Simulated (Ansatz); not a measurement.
```xyz
14

Si    2.252    0.019   -0.887
Ge    0.794    1.441    0.341
Ge   -0.984    0.127    1.340
Ge   -2.093   -1.187   -0.367
H     3.374    0.785   -1.491
H     2.810   -1.024    0.014
H     1.486   -0.650   -1.972
H     0.166    2.484   -0.602
H     1.572    2.199    1.434
H    -2.003    1.044    2.041
H    -0.387   -0.817    2.401
H    -2.598   -0.266   -1.491
H    -1.099   -2.192   -0.973
H    -3.289   -1.962    0.211
```

Charge 0, multiplicity 1.

**Question.** List the r2SCAN/def2-TZVPP orbital energies in eV (the Gaussian-basis code of Ansatz). (Estimate.)

**Answer.** The calculation gave: Occupied: -10834.18, -10834.16, -10834.12, -1791.09, -1349.32, -1349.29, -1349.26, -1199.37, -1199.36, -1199.35, -1199.34, -1199.33, -1199.33, -1199.31, -1199.30, -1199.30, -167.46, -167.45, -167.40, -141.58, -117.16, -117.15, -117.14, -117.13, -117.12, -117.12, -117.10, -117.08, -117.08, -96.44, -96.42, -96.42, -30.54, -30.51, -30.45, -30.44, -30.44, -30.40, -30.39, -30.37, -30.35, -30.33, -30.32, -30.31, -30.29, -30.29, -30.24, -15.43, -14.50, -13.45, -12.52, -9.36, -9.27, -9.01, -8.78, -8.56, -8.46, -7.90, -7.31, -6.97. Lowest empty: -0.75, -0.57, -0.32, -0.20, 0.03, 0.28, 0.73, 0.83.
